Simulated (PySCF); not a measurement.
**Electron correlation in C⁺ (carbon, charge +1)**

[He] 2s2 2p1, 2P determinant. Calculation: PySCF 2.14, in cc-pVTZ-DK (4s3p2d1f, 30 functions); scalar relativity by spin-free X2C-1e. Frozen: 1s2; 3 electrons correlated.

MP2 pair energies summed by pair of shells (mhartree):

| pair | energy | share (%) |
| --- | --- | --- |
| 2s-2s | -29.02 | 57.2 |
| 2s-2p | -21.68 | 42.8 |

Total MP2 correlation energy: -50.70 mhartree.

Same-spin part -3.45 and opposite-spin part -47.25 mhartree; SCS-MP2 scales them by 1/3 and 6/5 to -57.85 mhartree.

```json
{"level": "CCSD", "correlation energy (mhartree)": "-74.50"}
{"level": "(T)", "correlation energy (mhartree)": "-1.15"}
{"level": "CCSD(T)", "correlation energy (mhartree)": "-75.65"}
```

Diagnostics: T1 = 0.0094, D1 = 0.0179, largest double amplitude 0.132.

Problem. Is a single reference adequate?

Solution. Mostly. T1 lies below 0.03, but a double amplitude of this size points to a near-degeneracy that CCSD handles and MP2 describes poorly.
